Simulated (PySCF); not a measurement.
**How methods differ on the ionisation energy of Tc³⁷⁺**

Tc³⁷⁺ [He] 2s2 2p2 [2p1/2^2, M_J = 0] → Tc³⁸⁺ [He] 2s2 2p1 [2p1/2^1, M_J = 1/2], as a difference of total energies. All numbers are calculated (PySCF 2.14, the two-component X2C-1e Hamiltonian, in an uncontracted even-tempered set (17 s from 17 bohr⁻², ratio 2.4; 12 p from 21 bohr⁻², ratio 2.4; 5 d from 73 bohr⁻², ratio 2.6; 4 f from 110 bohr⁻², ratio 2.6)). Correlated levels: nothing frozen; the 32 highest virtual spinors dropped. "Screened" scales the spin-orbit matrix elements by Boettger's factors to mimic the two-electron term; Breit and QED terms are absent.

```tsv
method	ionisation energy (eV)
GHF (spin-free)	5303.3
GMP2 (spin-free)	5302.9
GHF (screened spin-orbit)	5372.4
GMP2 (screened spin-orbit)	5374.8
```

**Question.** How much does correlation contribute at GMP2 (screened spin-orbit)?

**Answer.** 5374.8 − (5372.4) = 2.4 eV, measured against GHF (screened spin-orbit).

For this ion Breit and QED terms and the two-electron picture change, all absent here, outweigh the correlation shift from GHF to GMP2.

The spin-free rows relax to the high-spin LS determinant and lack the spin-orbit shift.

The labels give the starting determinants; with spin-orbit coupling the two ends relaxed to ⟨J²⟩ = 0.00, ⟨L²⟩ = 1.33, ⟨S²⟩ = 1.33 and ⟨J²⟩ = 0.75, ⟨L²⟩ = 2.00, ⟨S²⟩ = 0.75.

For comparison: 5361 ± 6 eV (semi-empirical (NIST evaluation); NIST Atomic Spectra Database, ionization energies).
